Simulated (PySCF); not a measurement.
Cl₃Hf (SMILES [Cl][Hf+]([Cl])[Cl]), charge +1, singlet, geometry from GFN2-xTB (such geometries of metal compounds can be far from the true shape) (the multiplicity is a formal guess) (core potentials on Hf); CAMB3LYP/def2-SVP (PySCF).

Input for PySCF:
```python
from pyscf import gto, scf, dft

mol = gto.M(
    atom='''
Hf    0.09537829    0.33371454    0.20509426
Cl    1.79970626   -0.73882569   -0.75352958
Cl   -0.88715337   -1.28457735    1.38399161
Cl   -1.31650799    0.61002380   -1.49909656
''',
    basis='def2-svp',
    ecp={'Hf': 'def2-svp'},
    charge=1,
    verbose=4,
)

mf = dft.RKS(mol)
mf.xc = 'camb3lyp'
mf.DIIS = scf.EDIIS
mf.kernel()
```

What the program printed (banner, timings and long lists left out):

```
PySCF version 2.14.0

[INPUT] verbose = 4
[INPUT] num. atoms = 4
[INPUT] num. electrons = 62
[INPUT] charge = 1
[INPUT] spin (= nelec alpha-beta = 2S) = 0
[INPUT] symmetry False subgroup None
[INPUT] Mole.unit = angstrom
[INPUT] Symbol           X                Y                Z      unit          X                Y                Z       unit  Magmom
[...]
nuclear repulsion = 277.181345967737
number of shells = 36
number of NR pGTOs = 165
number of NR cGTOs = 86
basis = def2-svp
ecp = {'Hf': 'def2-svp'}

******** <class 'pyscf.dft.rks.RKS'> ********
method = RKS
initial guess = minao
damping factor = 0
level_shift factor = 0
DIIS = <class 'pyscf.scf.diis.EDIIS'>
diis_start_cycle = 1
diis_space = 8
diis_damp = 0
SCF conv_tol = 1e-09
SCF conv_tol_grad = None
SCF max_cycles = 50
direct_scf = True
direct_scf_tol = 1e-13
XC library pyscf.dft.libxc version 7.1.2
    S. Lehtola, C. Steigemann, M. J. T. Oliveira, and M. A. L. Marques,  SoftwareX 7, 1–5 (2018)
XC functionals = camb3lyp
    T. Yanai, D. P. Tew, and N. C. Handy,  Chem. Phys. Lett. 393, 51 (2004)
radial grids:
    Treutler-Ahlrichs [JCP 102, 346 (1995); DOI:10.1063/1.469408] (M4) radial grids

becke partition: Becke, JCP 88, 2547 (1988); DOI:10.1063/1.454033
pruning grids: <function nwchem_prune>
grids dens level: 3
symmetrized grids: False
atomic radii adjust function: <function treutler_atomic_radii_adjust>
small_rho_cutoff = 0
Set gradient conv threshold to 3.16228e-05
Initial guess from minao.
tot grids = 80432
init E= -1415.88631706414
[...]
cycle= 1 E= -1428.05623799086  delta_E= -12.2  |g|= 0.347  |ddm|= 7.43
[...]
cycle= 2 E= -1428.0742511316  delta_E= -0.018  |g|= 0.187  |ddm|= 0.616
[...]
cycle= 3 E= -1428.08225023815  delta_E= -0.008  |g|= 0.0449  |ddm|= 0.237
[...]
cycle= 4 E= -1428.08255557686  delta_E= -0.000305  |g|= 0.0337  |ddm|= 0.0166
[...]
cycle= 5 E= -1428.08255557629  delta_E= 5.69e-10  |g|= 0.0337  |ddm|= 1.12e-07
[...]
cycle= 6 E= -1428.08255557597  delta_E= 3.21e-10  |g|= 0.0337  |ddm|= 2.1e-08
[...]
cycle= 7 E= -1428.08255557613  delta_E= -1.53e-10  |g|= 0.0337  |ddm|= 9.19e-09
[...]
cycle= 8 E= -1428.0825555761  delta_E= 3.16e-11  |g|= 0.0337  |ddm|= 1.82e-09
[...]
cycle= 9 E= -1428.08255558203  delta_E= -5.94e-09  |g|= 0.0337  |ddm|= 3.51e-07
[...]
cycle= 10 E= -1428.08266509162  delta_E= -0.00011  |g|= 0.034  |ddm|= 0.0517
[...]
cycle= 11 E= -1428.08280395395  delta_E= -0.000139  |g|= 0.0236  |ddm|= 0.0447
[...]
cycle= 12 E= -1428.08294869604  delta_E= -0.000145  |g|= 0.00326  |ddm|= 0.0227
[...]
cycle= 13 E= -1428.08294869597  delta_E= 7.39e-11  |g|= 0.00326  |ddm|= 5.57e-08
[...]
cycle= 14 E= -1428.08294869598  delta_E= -7.73e-12  |g|= 0.00326  |ddm|= 4e-08
[...]
cycle= 15 E= -1428.08294869603  delta_E= -5.23e-11  |g|= 0.00326  |ddm|= 5.01e-08
[...]
cycle= 16 E= -1428.08294869608  delta_E= -5.43e-11  |g|= 0.00326  |ddm|= 3.63e-08
[...]
cycle= 17 E= -1428.08294869613  delta_E= -4.02e-11  |g|= 0.00326  |ddm|= 3.52e-08
[...]
cycle= 18 E= -1428.08289336538  delta_E= 5.53e-05  |g|= 0.0142  |ddm|= 0.0215
[...]
cycle= 19 E= -1428.08294627736  delta_E= -5.29e-05  |g|= 0.00564  |ddm|= 0.0171
[...]
cycle= 20 E= -1428.0829454246  delta_E= 8.53e-07  |g|= 0.00535  |ddm|= 0.00701
[...]
cycle= 21 E= -1428.08294906272  delta_E= -3.64e-06  |g|= 0.00404  |ddm|= 0.00222
[...]
cycle= 22 E= -1428.08294906237  delta_E= 3.5e-10  |g|= 0.00404  |ddm|= 1.67e-07
[...]
cycle= 23 E= -1428.08294906244  delta_E= -6.55e-11  |g|= 0.00404  |ddm|= 3.37e-08
[...]
cycle= 24 E= -1428.08294906247  delta_E= -3.87e-11  |g|= 0.00404  |ddm|= 1.58e-08
[...]
cycle= 25 E= -1428.08294906253  delta_E= -5.68e-11  |g|= 0.00404  |ddm|= 2.8e-08
[...]
cycle= 26 E= -1428.08294906166  delta_E= 8.75e-10  |g|= 0.00404  |ddm|= 4.19e-07
[...]
cycle= 27 E= -1428.08294844127  delta_E= 6.2e-07  |g|= 0.00436  |ddm|= 0.00931
[...]
cycle= 28 E= -1428.08295370725  delta_E= -5.27e-06  |g|= 0.000808  |ddm|= 0.00409
[...]
cycle= 29 E= -1428.08295381475  delta_E= -1.08e-07  |g|= 0.000571  |ddm|= 0.000587
[...]
cycle= 30 E= -1428.08295381473  delta_E= 2.21e-11  |g|= 0.000571  |ddm|= 9.56e-07
[...]
cycle= 31 E= -1428.08295381474  delta_E= -5.91e-12  |g|= 0.000571  |ddm|= 3.95e-07
[...]
cycle= 32 E= -1428.08295381476  delta_E= -2.36e-11  |g|= 0.000571  |ddm|= 1.29e-06
[...]
cycle= 33 E= -1428.08295381486  delta_E= -1.01e-10  |g|= 0.000571  |ddm|= 4.91e-07
[...]
cycle= 34 E= -1428.08295381476  delta_E= 1.05e-10  |g|= 0.000571  |ddm|= 2.26e-06
[...]
cycle= 35 E= -1428.08295279083  delta_E= 1.02e-06  |g|= 0.00194  |ddm|= 0.00235
[...]
cycle= 36 E= -1428.08295386321  delta_E= -1.07e-06  |g|= 0.00036  |ddm|= 0.00233
[...]
cycle= 37 E= -1428.08295386333  delta_E= -1.19e-10  |g|= 0.000347  |ddm|= 0.000143
[...]
cycle= 38 E= -1428.08295387386  delta_E= -1.05e-08  |g|= 0.00028  |ddm|= 6.25e-05
[...]
cycle= 39 E= -1428.08295388084  delta_E= -6.98e-09  |g|= 0.000225  |ddm|= 5.65e-05
[...]
cycle= 40 E= -1428.0829537024  delta_E= 1.78e-07  |g|= 0.000809  |ddm|= 0.000719
[...]
cycle= 41 E= -1428.08295371323  delta_E= -1.08e-08  |g|= 0.000785  |ddm|= 3.67e-05
[...]
cycle= 42 E= -1428.08295373669  delta_E= -2.35e-08  |g|= 0.000733  |ddm|= 6.19e-05
[...]
cycle= 43 E= -1428.08295375468  delta_E= -1.8e-08  |g|= 0.00069  |ddm|= 5.42e-05
[...]
cycle= 44 E= -1428.08295382733  delta_E= -7.26e-08  |g|= 0.000483  |ddm|= 0.00131
[...]
cycle= 45 E= -1428.08295378425  delta_E= 4.31e-08  |g|= 0.000614  |ddm|= 0.000186
[...]
cycle= 46 E= -1428.08295389457  delta_E= -1.1e-07  |g|= 3.32e-05  |ddm|= 0.000658
[...]
cycle= 47 E= -1428.08295389448  delta_E= 9.41e-11  |g|= 3.83e-05  |ddm|= 8.91e-06
[...]
cycle= 48 E= -1428.08295385594  delta_E= 3.85e-08  |g|= 0.000364  |ddm|= 0.000373
[...]
cycle= 49 E= -1428.08295388938  delta_E= -3.34e-08  |g|= 0.000137  |ddm|= 0.000259
[...]
cycle= 50 E= -1428.0829538943  delta_E= -4.92e-09  |g|= 4.56e-05  |ddm|= 0.000204
SCF not converged.
SCF energy = -1428.0829538943
```

Convergence was not reached.
